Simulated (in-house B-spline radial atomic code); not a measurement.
## Ionising K V (K4+) with different functionals

Computed with a B-spline radial code for spherical atoms: four-component Dirac-Coulomb Hamiltonian, Fermi nucleus of rms radius 3.4349 fm, spin-restricted, spherical fractional occupations for the functionals, and exact exchange of hybrids averaged over the configuration. The ionisation energy is the difference of two self-consistent energies, [Ne] 3s2 3p3 → [Ne] 3s2 3p2, without Breit or QED terms; ε is the level of the shell that loses the electron (mean over j). The electron is taken from both j subshells in proportion to 2j + 1, so the result is a j average, not the step between ground levels.

```json
{"method": "B3LYP", "rung": "global hybrid", "ΔSCF (eV)": "80.26", "-ε(3p) (eV)": "73.38"}
{"method": "B97-1", "rung": "global hybrid", "ΔSCF (eV)": "?", "-ε(3p) (eV)": "?"}
{"method": "CAM-B3LYP", "rung": "range-separated hybrid", "ΔSCF (eV)": "80.23", "-ε(3p) (eV)": "75.33"}
{"method": "HSE06", "rung": "range-separated hybrid", "ΔSCF (eV)": "?", "-ε(3p) (eV)": "?"}
```

Q: What does B97-1 give?

A: ΔSCF 80.17 eV, and -ε(3p) = 73.40 eV.

Q: What does HSE06 give?

A: ΔSCF 80.18 eV, and -ε(3p) = 73.37 eV.

Q: Among the functionals, which spreads more, the ΔSCF values or the orbital energies?

A: The orbital energies: ΔSCF values span about 0.08 eV and the orbital energies 1.95 eV; here energy differences depend much less on the functional than eigenvalues do.

Q: How do they compare with the NIST value?

A: NIST lists 82.7 eV ± 0.16 (semi-empirical, ground level to ground level). Errors run from -2.49 to -2.40 eV. The correlated functionals all miss on the same side by more than they spread, so the cause is common to them (Breit-QED terms, spin polarisation, the choice among j levels, multiplet and fine-structure energies, or a listed next ion that isn't the cheapest removal here) and closeness doesn't rank the functionals.
